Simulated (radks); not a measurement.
Rb, configuration [Kr] 5s1. All-electron calculation, Dirac Kohn-Sham, PBE, spin-unpolarised, spherical densities, finite nucleus; Fermi nuclear charge, rms radius 4.2036 fm. Program: a radial shooting solver on a logarithmic mesh with Libxc functionals.

Normalised radial functions P(r) = r R(r) (large component), r in bohr:

| r | 3p3/2 | 5p3/2 |
|---|---|---|
| 0.007564 | 0.0296 | 0.0017 |
| 0.01213 | 0.0692 | 0.0040 |
| 0.01929 | 0.1520 | 0.0087 |
| 0.03092 | 0.3118 | 0.0179 |
| 0.04917 | 0.5546 | 0.0317 |
| 0.07884 | 0.7914 | 0.0447 |
| 0.1264 | 0.6980 | 0.0377 |
| 0.201 | -0.0675 | -0.0087 |
| 0.3223 | -1.1783 | -0.0673 |
| 0.5167 | -1.4493 | -0.0457 |
| 0.8217 | -0.7351 | 0.0696 |
| 1.317 | -0.1384 | 0.1365 |
| 2.095 | -0.0072 | 0.0253 |
| 3.359 | 0.0000 | -0.2006 |
| 5.385 | 0.0000 | -0.3779 |
| 8.564 | 0.0000 | -0.3322 |
| 13.73 | 0.0000 | -0.1340 |
| 21.84 | 0.0000 | -0.0206 |

3p3/2: eigenvalue -221.84 eV, 1 radial node at r = 0.195 bohr, <r> = 0.522 bohr, 90 % of the charge inside 0.794 bohr. 5p3/2 (empty): eigenvalue -0.739 eV, 3 radial nodes at r = 0.188, 0.635, 2.22 bohr, <r> = 7.65 bohr, 90 % of the charge inside 11.6 bohr.
